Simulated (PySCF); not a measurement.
SrCl, SMILES [Cl][Sr], multiplicity 2.

The structure is a stationary point at B3LYP-D3(BJ)/def2-TZVPD. The spin state was assumed, not searched. The def2 effective core potentials stand for the cores of Sr; spin–orbit coupling is left out.

Two levels are set side by side: PBE/def2-TZVPD (PySCF) and PBE0/def2-TZVPD (PySCF). Same geometry, gas phase. Differences are taken from unrounded values.

| quantity | PBE0 | PBE | PBE minus PBE0 |
|---|---|---|---|
| α-spin orbital gap (eV) | 2.90 | 1.81 | -1.08 |
| β-spin orbital gap (eV) | 5.62 | 3.70 | -1.92 |
| dipole moment (D) | 4.79 | 4.76 | -0.02 |
| mean polarisability (bohr³) | 184.7 | 178.7 | -6.0 |

Rough cost on one machine, each run with all the roots and properties that it gave: PBE0 against PBE within a factor of 2.
